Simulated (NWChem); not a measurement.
System: CH₄O₃Si; SMILES O=C[SiH](O)O

Program: NWChem. Geometry: optimised at PBE0/def2-SVP. Level: PBE0/def2-SVP with SMD, gas-phase geometry; reactions with the solvents are ignored. One conformer.

```
SMD term (kcal/mol)                  water  toluene
----------------------------------  ------  -------
distortion of the solute's density    1.53     0.13
polarisation                        -13.01    -2.89
cavity, dispersion and structure      4.18    -1.17
```

Problem. Sum the solvation free energies, find the transfer free energy from water to toluene and the partition coefficient at 298.15 K.

Solution. 
1. ΔG(solv, water) = -7.30 kcal/mol and ΔG(solv, toluene) = -3.93 kcal/mol (1 M gas to 1 M solution).
2. Transfer: -3.93 − (-7.30) = 3.37 kcal/mol.
3. log₁₀ K(toluene/water) = −ΔG/(RT ln 10) = -3.37/1.364 = -2.5, so the model puts more of the solute in water.
4. Of the transfer energy, 8.72 kcal/mol is electrostatic and -5.35 comes from the non-electrostatic term. The two phases are taken as the pure solvents.
